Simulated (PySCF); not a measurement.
C$_{2}$H$_{8}$S$_{2}$Si (SMILES C[Si](C)(S)S), singlet, at a GFN2-xTB geometry. Base run: PySCF with B3LYP/6-31G, polarisability.

The PySCF input:
```python
from pyscf import gto, scf, dft
from pyscf.prop import polarizability

mol = gto.M(
    atom='''
C    -1.35146882   -1.16209131   -1.16716395
Si    0.05567012   -0.27547083   -0.24775450
C     1.76061901   -1.02520021   -0.62455401
S    -0.31720582   -0.33135737    1.89576304
S     0.05641551    1.82589495   -0.77203489
H    -2.32392566   -0.77522206   -0.87334459
H    -1.34427330   -2.23011564   -0.96894568
H    -1.25140257   -1.02203429   -2.23911366
H     1.78095891   -2.09102553   -0.41578077
H     2.54115729   -0.55467056   -0.03208941
H     2.01281672   -0.88631800   -1.67134172
H    -0.28449079   -1.64916086    1.99368970
H    -0.19247855    2.27628649    0.44614664
''',
    basis='6-31g',
    verbose=4,
)

mf = dft.RKS(mol)
mf.xc = 'b3lyp'
mf.kernel()
alpha = mf.Polarizability().polarizability()[2, 2]
print('alpha_zz =', alpha)
```

The base run was repeated with changes; each row names its change, and settings that it needs were set with it.

```
change                                         alpha_zz (bohr³)  basis functions  core-seconds (rough)
---------------------------------------------  ----------------  ---------------  --------------------
base                                                      79.53               73                    30
finite field (a.u.) = 0.05; conv_tol = 1e-11              80.50               73                    40
finite field (a.u.) = 2e-4; conv_tol = 1e-6               79.50               73                    10
basis = def2-SVP                                          78.26              122                    40
basis = cc-pVDZ                                               …              122                    40
functional = lda,vwn                                      81.79               73                    10
functional = camb3lyp                                     78.22               73                    80
finite field (a.u.) = 0.001; conv_tol = 1e-11             79.53               73                    30
functional = pbe0                                             …               73                    20
functional = pbe                                          80.98               73                    30
finite field (a.u.) = 2e-4; conv_tol = 1e-11              79.53               73                    40
basis = 6-31+G*                                           89.69              118                    50
```

Task: Some entries are withheld; supply them.

Result: 
- basis = cc-pVDZ, alpha_zz (bohr³): 81.60
- functional = pbe0, alpha_zz (bohr³): 79.28

Finite-field rows take the second difference of the energy in a field along z; a small field with loose convergence shows SCF noise divided by the square of the field, and a large one adds hyperpolarisability.
